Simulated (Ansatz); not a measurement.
```xyz
9

N    -1.341   -0.649    0.757
Si   -0.168   -0.253   -0.372
F    -0.788   -0.616   -1.785
C     1.195    0.899   -0.271
O     1.388   -0.601   -0.063
H    -1.167   -0.660    1.747
H    -2.297   -0.829    0.509
H     1.732    1.252   -1.149
H     1.446    1.458    0.627
```

The species carries charge 0 and has multiplicity 1.

List the CAM-B3LYP/def2-TZVPP orbital energies in eV (the Gaussian-basis code of Ansatz). (Best estimate.)

The calculation gave: Occupied: -1802.28, -673.71, -522.26, -391.66, -279.74, -146.68, -102.06, -102.03, -101.97, -34.88, -29.56, -26.02, -19.85, -17.22, -16.21, -15.29, -14.54, -14.36, -13.93, -13.60, -12.45, -10.44, -9.88, -8.86. Lowest empty: 1.22, 2.38, 2.68, 2.86, 3.18, 3.69, 3.94, 4.60.
